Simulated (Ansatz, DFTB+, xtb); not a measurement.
C4H6O3 (acetic anhydride): methods side by side

C4H6O3: 13 atoms, total charge 0, spin state singlet. SMILES: `CC(=O)OC(C)=O`. Geometry: relaxed at PBE0-D4/def2-TZVP. This is one conformer, not always the lowest.

```jsonl
{"atom": "C", "x (Å)": "0.8580", "y (Å)": "-0.7268", "z (Å)": "2.0943"}
{"atom": "C", "x (Å)": "0.9113", "y (Å)": "-0.6921", "z (Å)": "0.6032"}
{"atom": "O", "x (Å)": "1.7202", "y (Å)": "-1.2118", "z (Å)": "-0.0943"}
{"atom": "O", "x (Å)": "-0.1749", "y (Å)": "0.0034", "z (Å)": "0.1048"}
{"atom": "C", "x (Å)": "-0.0823", "y (Å)": "0.6759", "z (Å)": "-1.0999"}
{"atom": "C", "x (Å)": "-1.4207", "y (Å)": "0.7376", "z (Å)": "-1.7572"}
{"atom": "O", "x (Å)": "0.9287", "y (Å)": "1.1606", "z (Å)": "-1.4923"}
{"atom": "H", "x (Å)": "-0.1329", "y (Å)": "-1.0372", "z (Å)": "2.4295"}
{"atom": "H", "x (Å)": "1.6193", "y (Å)": "-1.4040", "z (Å)": "2.4730"}
{"atom": "H", "x (Å)": "1.0314", "y (Å)": "0.2809", "z (Å)": "2.4798"}
{"atom": "H", "x (Å)": "-1.3761", "y (Å)": "1.3991", "z (Å)": "-2.6187"}
{"atom": "H", "x (Å)": "-1.7076", "y (Å)": "-0.2678", "z (Å)": "-2.0747"}
{"atom": "H", "x (Å)": "-2.1744", "y (Å)": "1.0820", "z (Å)": "-1.0475"}
```

Quantity: the atomisation enthalpy at 298 K, in kJ/mol. The values are calculated. The thermal term (zero-point and 298 K enthalpy, harmonic and unscaled) is that of GFN1-xTB; the spin-orbit lowering of the free atoms at 298 K, 1.3 kJ/mol by their spectra, is taken off.

**The experiment to reproduce.** CRC Handbook of Chemistry and Physics gives the atomisation enthalpy at 298 K of the gas as 5496 kJ/mol.

| level | kind | program | value (kJ/mol) | computed − measured |
| --- | --- | --- | --- | --- |
| DFTB2 | semi-empirical | DFTB+ | 5665 | +169 |
| HF/6-31G* (spherical functions) | Hartree–Fock | Ansatz | 3790 | -1706 |
| SVWN5/6-31G* (spherical functions) | LDA | Ansatz | 6525 | +1029 |
| BLYP/6-31G* (spherical functions) | GGA | Ansatz | 5522 | +26 |
| PBE/6-31G* (spherical functions) | GGA | Ansatz | 5729 | +233 |
| r2SCAN/6-31G* (spherical functions) | meta-GGA | Ansatz | 5537 | +41 |
| PBE0/6-31G* (spherical functions) | global hybrid | Ansatz | 5537 | +41 |
| MP2/6-31G* (spherical functions) | perturbation theory | Ansatz | 5190 | -306 |
| CCSD/6-31G* (spherical functions) | coupled cluster or CI | Ansatz | 4966 | -530 |

Nearest: BLYP/6-31G* (spherical functions) (+26 kJ/mol); farthest: HF/6-31G* (spherical functions) (-1706 kJ/mol). Computed less measured by kind, in kJ/mol (of the ab initio rows, those in 6-31G*): semi-empirical +169; Hartree–Fock -1706; LDA +1029; GGA +26 to +233; meta-GGA +41; global hybrid +41; perturbation theory -306; coupled cluster or CI -530. In a finite basis correlated wave-function methods underbind, so their errors here aren't those of the basis-set limit.
